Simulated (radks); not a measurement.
Valence configurations of Gd I (all share [Xe]). All-electron calculation, non-relativistic Kohn-Sham, r2SCAN, spin-polarised, spherical densities, point nucleus; open shells are filled with parallel spins first (spin-orbit coupling, left out, can overturn this in heavy ions); meta-GGA in the generalised Kohn-Sham scheme; relativity is left out, which matters for an element this heavy. Program: a radial shooting solver on a logarithmic mesh with Libxc functionals. Energies are relative to 4f7 5d1 6s2; eigenvalues in eV for spin up.

valence          E (eV)  moment (Bohr magnetons)    e(4f)   e(5d)   e(6p)   e(6s)
4f7.5 5d0.5 6s2  -1.600                        7  -12.100  -3.052       -  -3.915
4f7 5d2 6s1      -0.618                       10  -13.181  -2.537       -  -3.707
4f7 5d1 6s2       0.000                        8  -15.732  -3.848       -  -4.141
4f7 5d1 6s1 6p1   1.147                       10  -16.452  -4.572  -2.293  -5.005
4f7 6s2 6p1       2.823                        8  -19.370       -  -2.644  -5.496
4f6.5 5d1.5 6s2   6.639                        8  -19.271  -4.578       -  -4.300
4f6 5d3 6s1      12.842                       10  -19.984  -3.623       -  -3.882
4f6 5d1 6s2 6p1  19.049                        8  -26.799  -7.678  -2.744  -5.890
4f5.5 5d2.5 6s2  24.278                        8  -26.661  -6.002       -  -4.552

NIST lists [Xe] 4f7 5d1 6s2 as the ground configuration; this level of theory puts 4f7.5 5d0.5 6s2 lower, by 1.600 eV. The energies are those of spherical high-spin densities, not of single terms. No valid solution was reached for [Xe] 4f8 6s2. Relativity is left out, which favours d and f over s occupation in heavy atoms.
